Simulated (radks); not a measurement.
Question: The lead ion Pb55+, configuration [Ar] 3d7 4s2 (not the ground configuration). All-electron calculation, Dirac Kohn-Sham, PBE, spin-unpolarised, spherical densities, finite nucleus; open shells fill j = l - 1/2 first; Fermi nuclear charge, rms radius 5.5012 fm. Program: a radial shooting solver on a logarithmic mesh with Libxc functionals. Some entries of the table are withheld. Estimate them.

| orbital | occ. | eigenvalue (eV) | <r> (bohr) |
|---|---|---|---|
| 1s1/2 | 2 | -91384.45 | 0.01606 |
| 2s1/2 | 2 | -19113.57 | 0.06669 |
| 2p1/2 | 2 | -18518.13 | 0.05468 |
| 2p3/2 | 4 | -16313.57 | 0.06349 |
| 3s1/2 | 2 | -6900.627 | 0.1686 |
| 3p1/2 | 2 | -6647.239 | 0.1587 |
| 3p3/2 | 4 | -6115.756 | 0.1732 |
| 3d3/2 | 4 | -5724.291 | 0.1493 |
| 3d5/2 | 3 | -5607.552 | 0.1537 |
| 4s1/2 | 2 | -3458.007 | 0.3292 |
| 4p1/2 | 0 | -3347.163 | 0.3230 |
| 4p3/2 | 0 | -3158.033 | 0.3431 |
| 4d3/2 | 0 | (1) | 0.3260 |
| 4d5/2 | 0 | (2) | 0.3316 |
| 5s1/2 | 0 | -2076.895 | (3) |

Answer: 
(1) 4d3/2 eigenvalue (eV): -2992.245
(2) 4d5/2 eigenvalue (eV): -2950.088
(3) 5s1/2 <r> (bohr): 0.5437
